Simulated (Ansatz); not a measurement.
Consider the redistribution: `C[O][Sn][F]` + `C[O][AlH][CH2]F` → `C[O][Sn][O]C` + `F[CH2][AlH][F]`.

Gas-phase electronic energies from Ansatz, PBE0-D4/def2-TZVP geometries. CBS: MP2 limit from def2 TZ/QZ plus the TZ coupled-cluster correction, frozen cores. Functionals use def2-TZVPP. def2 core potentials past Kr. For Sn outer-core shells are correlated without core-valence functions, which leaves a few kJ/mol of doubt a bond. One conformer a species, not always the lowest.

`C[O][Sn][F]`:

```xyz
7

C    -0.442   -0.714    0.182
O     0.651   -0.450   -0.666
Sn    1.560    1.256   -0.977
F     0.452    2.311    0.234
H    -0.779    0.177    0.721
H    -1.279   -1.102   -0.408
H    -0.162   -1.479    0.913
```

`C[O][AlH][CH2]F`:

Cartesian coordinates in Å:
```
C -1.695 -0.322 -0.960
O -0.352 -0.176 -1.323
Al 1.121 0.096 -0.568
C 1.230 0.302 1.401
F -0.031 0.189 2.001
H -2.064 -1.301 -1.281
H -2.300 0.443 -1.458
H -1.846 -0.233 0.121
H 2.407 0.180 -1.482
H 1.883 -0.452 1.859
H 1.649 1.275 1.692
```

`C[O][Sn][O]C`:

Z-matrix (Å, degrees):
```
C
O 1 1.400
H 1 1.097 2 111.2
H 1 1.096 2 112.9 3 -121.4
H 1 1.096 2 109.3 3 118.7
Sn 2 1.975 1 135.1 3 93.1
O 6 1.974 2 103.0 1 -10.8
C 7 1.400 6 135.1 2 -10.8
H 8 1.097 7 111.2 6 93.3
H 8 1.096 7 112.9 6 -28.1
H 8 1.096 7 109.3 6 -148.0
```

`F[CH2][AlH][F]`:

Z-matrix (Å, degrees):
```
C
Al 1 1.974
F 1 1.392 2 112.9
H 1 1.099 2 111.0 3 121.4
H 1 1.099 2 111.1 3 -121.4
F 2 1.646 1 119.6 3 0.1
H 2 1.578 1 122.4 3 -180.0
```

```json
{"level": "PBE-D4", "ΔE (kcal/mol)": "2.0", "difference from CCSD(T)/CBS": "1.2"}
{"level": "r2SCAN-D4", "ΔE (kcal/mol)": "2.4", "difference from CCSD(T)/CBS": "1.6"}
{"level": "ωB97X-V", "ΔE (kcal/mol)": "2.7", "difference from CCSD(T)/CBS": "1.9"}
{"level": "ωB97M-V", "ΔE (kcal/mol)": "2.4", "difference from CCSD(T)/CBS": "1.6"}
{"level": "B2PLYP", "ΔE (kcal/mol)": "1.9", "difference from CCSD(T)/CBS": "1.1"}
{"level": "PBE", "ΔE (kcal/mol)": "2.5", "difference from CCSD(T)/CBS": "1.7"}
{"level": "PBE0", "ΔE (kcal/mol)": "2.4", "difference from CCSD(T)/CBS": "1.6"}
{"level": "CCSD/def2-TZVPP", "ΔE (kcal/mol)": "1.0", "difference from CCSD(T)/CBS": "0.2"}
{"level": "SCS-MP2/def2-QZVPP", "ΔE (kcal/mol)": "0.7", "difference from CCSD(T)/CBS": "-0.1"}
{"level": "CCSD/CBS(def2)", "ΔE (kcal/mol)": "1.2", "difference from CCSD(T)/CBS": "0.4"}
{"level": "CCSD(T)/CBS", "ΔE (kcal/mol)": "0.8", "difference from CCSD(T)/CBS": "0"}
```

Largest T1 diagnostic among the species: 0.017.

In def2-TZVPP, CCSD(T) changes the Hartree–Fock value by −2.0 kcal/mol (the triples alone add −0.3 kcal/mol) and MP2 by −2.6 kcal/mol. The D4 term adds −0.9 kcal/mol with B3LYP and −0.5 kcal/mol with PBE0; it sums over pairs of atoms, weighted by their polarisabilities, and B3LYP, whose exchange is more repulsive, gets the larger term.

B3LYP here is the variant with VWN-RPA as its local correlation; programs differ in this.
